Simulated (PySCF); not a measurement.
# Excited states of Xe (xenon, neutral)

Ground state [Xe], ¹S. All numbers are calculated (PySCF 2.14, scalar relativity through the core potential, in def2-TZVPPD with one added diffuse shell each of s, p, d, f type with the def2 core potential (28 electrons) (8s7p5d3f, 75 functions)). Vertical excitation energies in eV without spin-orbit coupling; excited terms of each kind are numbered among those the solver found. Frozen: 4s2 4p6.

```tsv
term	leading excitation	EOM-EE-CCSD
1 3P°	5p → s	8.535
1 1P°	5p → s	8.756
1 3S	5p → p	9.709
1 3D	5p → p	9.934
1 1D	5p → p	9.989
2 3P°	5p → d	10.037
1 1P	5p → p	10.059
1 3P	5p → p	10.063
1 1S	5p → p	10.213
1 3F°	5p → d	10.259
1 1F°	5p → d	10.498
1 1D°	5p → d	10.557
2 3S	5p → p	11.148
2 3D	5p → p	11.235
2 1D	5p → p	11.263
```

The spin-orbit splitting of the hole, absent here, rivals or exceeds the spacing of these terms, so the LS terms are model states.

The solver can miss terms. Rydberg members are limited by the diffuse functions of the basis.
